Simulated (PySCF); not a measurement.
Species: C₂H₆BI₃Se.
Bonds: C1–Se2, Se2–C3, Se2–B4, B4–I5, B4–I6, B4–I7. Hydrogens: H8, H9, H10 on C1; H11, H12, H13 on C3.

Theory: PBE0-D3(BJ)/def2-SVP geometry optimisation, gas phase, def2 core potentials past Kr (PySCF).

Q: List the bond lengths, angles and torsions at this level.

A: 
| bond | length (Å) |
| --- | --- |
| C1–Se2, Se2–C3 | 1.934 |
| Se2–B4 | 2.097 |
| B4–I5, B4–I6, B4–I7 | 2.218 |
| C1–H8 and 5 like bonds | 1.098 |

Bonds in one row agree within 0.01 Å and their mean is given. A selection of angles:
| angle | degrees |
| --- | --- |
| Se2–C1–H8 | 106.6 |
| Se2–C1–H10 | 108.9 |
| H8–C1–H9 | 110.6 |
| H8–C1–H10 | 110.2 |
| C1–Se2–C3 | 98.0 |
| C1–Se2–B4 | 102.8 |
| Se2–B4–I5 | 102.5 |
| Se2–B4–I6 | 110.9 |
| I5–B4–I6 | 113.0 |

Torsions: C1–Se2–B4–I5 172° (antiperiplanar).

Se2 (selenium bonded to B and 2 C) is pyramidal (angles 102.8°, 102.8° and 98.0°, sum 303.6°, 0.90 Å off the plane of its three neighbours). Of the pairs four or more bonds apart, I6···H11 is among the closest relative to their van der Waals radii: 3.06 Å, 96 % of the sum of Bondi's values. B4 (four-coordinate boron) is distorted tetrahedral (angles from 102.5° to 113.4°).

Point group: Cs (tolerance 0.08 Å). Stationary, but not proved a minimum.
